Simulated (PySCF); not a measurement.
Isomers of C9H10O, mass 134.073 u with the commonest isotopes. Method used: PBE0-D3(BJ)/def2-SVP geometry optimisation, gas phase (PySCF 2.14.0). One conformer each, none proved a minimum here; rigid rotors.

Question: Order these by rotational constant C, largest first.
A. `[CH3:1][c:2]1[cH:3][cH:4][c:5]([CH3:6])[c:7]([CH:8]=[O:9])[cH:10]1` with C5–C7–C8–O9 0° (2,5-dimethylbenzaldehyde)
B. `[CH2:1]=[CH:2][c:3]1[cH:4][cH:5][c:6]([CH2:7][OH:8])[cH:9][cH:10]1` with C1–C2–C3–C4 178°, C5–C6–C7–O8 -26°, C6–C7–O8–H -59°
C. `[CH3:1][O:2]/[CH:3]=[CH:4]/[c:5]1[cH:6][cH:7][cH:8][cH:9][cH:10]1` with C1–O2–C3–C4 0°, C3–C4–C5–C6 3°

Answer: A (716.9 MHz), B (593.9 MHz), C (545.2 MHz).

Question: Order these by rotational constant B, smallest first.
A. `[CH2:1]=[CH:2][c:3]1[cH:4][cH:5][c:6]([CH2:7][OH:8])[cH:9][cH:10]1` with C1–C2–C3–C4 178°, C5–C6–C7–O8 -26°, C6–C7–O8–H -59°
B. `[CH3:1][O:2]/[CH:3]=[CH:4]/[c:5]1[cH:6][cH:7][cH:8][cH:9][cH:10]1` with C1–O2–C3–C4 0°, C3–C4–C5–C6 3°
C. `[CH3:1][c:2]1[cH:3][cH:4][c:5]([CH3:6])[c:7]([CH:8]=[O:9])[cH:10]1` with C5–C7–C8–O9 0° (2,5-dimethylbenzaldehyde)

Answer: B (620.9 MHz), A (674.9 MHz), C (992.0 MHz).

Question: Order these by out-of-plane moment Σ m c² = (Ia + Ib − Ic)/2, largest first.
A. `[CH3:1][O:2]/[CH:3]=[CH:4]/[c:5]1[cH:6][cH:7][cH:8][cH:9][cH:10]1` with C1–O2–C3–C4 0°, C3–C4–C5–C6 3°
B. `[CH2:1]=[CH:2][c:3]1[cH:4][cH:5][c:6]([CH2:7][OH:8])[cH:9][cH:10]1` with C1–C2–C3–C4 178°, C5–C6–C7–O8 -26°, C6–C7–O8–H -59°
C. `[CH3:1][c:2]1[cH:3][cH:4][c:5]([CH3:6])[c:7]([CH:8]=[O:9])[cH:10]1` with C5–C7–C8–O9 0°

Answer: B (5.51 u·Å²), C (3.12 u·Å²), A (1.70 u·Å²).

```json
{"SMILES": "C=Cc1ccc(CO)cc1", "point group": "C1", "Ia (u·Å²)": "113.17", "Ib (u·Å²)": "748.86", "Ic (u·Å²)": "851.01", "κ": "-0.96", "μa (D)": "0.64", "μb (D)": "0.64", "μc (D)": "0.87"}
{"SMILES": "Cc1ccc(C)c(C=O)c1", "point group": "near Cs", "Ia (u·Å²)": "201.70", "Ib (u·Å²)": "509.46", "Ic (u·Å²)": "704.91", "κ": "-0.69", "μa (D)": "3.14", "μb (D)": "0.39", "μc (D)": "0.02"}
{"SMILES": "CO/C=C/c1ccccc1", "point group": "near Cs", "Ia (u·Å²)": "116.42", "Ib (u·Å²)": "813.88", "Ic (u·Å²)": "926.91", "κ": "-0.96", "μa (D)": "1.00", "μb (D)": "0.90", "μc (D)": "0.04"}
```
